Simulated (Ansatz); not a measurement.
Total energies of `C=CCI`.

```xyz
9

C    -0.933   -0.111   -1.055
C     0.030    0.494   -0.382
C     0.723    0.042    0.854
I     0.084   -1.834    1.657
H    -1.350    0.338   -1.948
H    -1.335   -1.067   -0.738
H     0.401    1.455   -0.740
H     1.794   -0.074    0.685
H     0.587    0.757    1.666
```

The species carries charge 0 and has multiplicity 1. Correlated methods include outer-core shells of I, which these sets cover unevenly. I: def2 effective core potential. Geometry: relaxed with PBE0-D4/def2-TZVP. It is a higher conformer; a search finds a lower one. Basis def2-TZVPP, Ansatz.

RPA on PBE orbitals: Hartree–Fock energy of these orbitals -413.15360 Eh, correlation -1.44844 Eh (frozen core).

```tsv
functional	energy without D4 (Eh)	D4 term (kJ/mol)
LDA (SPW92)	-413.52577	–
PBE	-414.87726	-18.8
revPBE	-415.05973	-58.1
BLYP	-414.93744	-41.9
r2SCAN	-415.09393	-4.4
B97M-V	-415.04146	–
PBE0	-414.91917	-15.9
B3LYP	-415.15523	-30.7
r2SCANh	-415.07885	-4.7
r2SCAN0	-415.05707	-5.2
HSE06 (plane-wave form)	-414.91039	-14.8
BHLYP	-414.92809	-23.9
CAM-B3LYP	-414.98591	-16.2
LC-ωPBE	-415.00674	–
ωB97X-V	-415.00582	–
ωB97M-V	-414.97269	–
B2PLYP	-414.77548	–
PBE-QIDH	-414.74869	–
```

B3LYP takes the VWN-RPA correlation (the form of Gaussian; ORCA's B3LYP/G). HSE06 is the plane-wave form, built on full-range PBE exchange. The double hybrids freeze the cores in their second-order part.

LC-ωPBE has ω = 0.4 bohr⁻¹.
